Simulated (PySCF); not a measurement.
**Finite-field polarisability of Zn (zinc, neutral)**

[Ar] 3d10 4s2, closed-shell 1S. Calculation: PySCF 2.14, in aug-cc-pVDZ-PP with ECP10MDF (5s5p4d2f, 54 functions); a scalar-relativistic core potential. Frozen: 3s2 3p6. Energy changes in a uniform field (μhartree):

| axis | F (au) | HF | MP2 | CCSD | CCSD(T) |
| --- | --- | --- | --- | --- | --- |
| x | 0.002 | -100.989 | -74.385 | -80.220 | -78.144 |
| x | 0.004 | -404.124 | -297.618 | -320.977 | -312.669 |

**Question.** Derive α along x at CCSD(T) from the two fields.

**Answer.** With ΔE = −αF²/2 − γF⁴/24, α = −(16 ΔE(F) − ΔE(2F))/(6F²) = 39.07 bohr³.

**Question.** And the mean polarisability at each level?

**Answer.** HF 50.49, MP2 37.19, CCSD 40.11, CCSD(T) 39.07 bohr³. Reference: 38.67 ± 0.3 bohr³ (recommended; Schwerdtfeger and Nagle, table of static dipole polarizabilities (2023 update)).

A double-zeta set is small for polarisabilities.
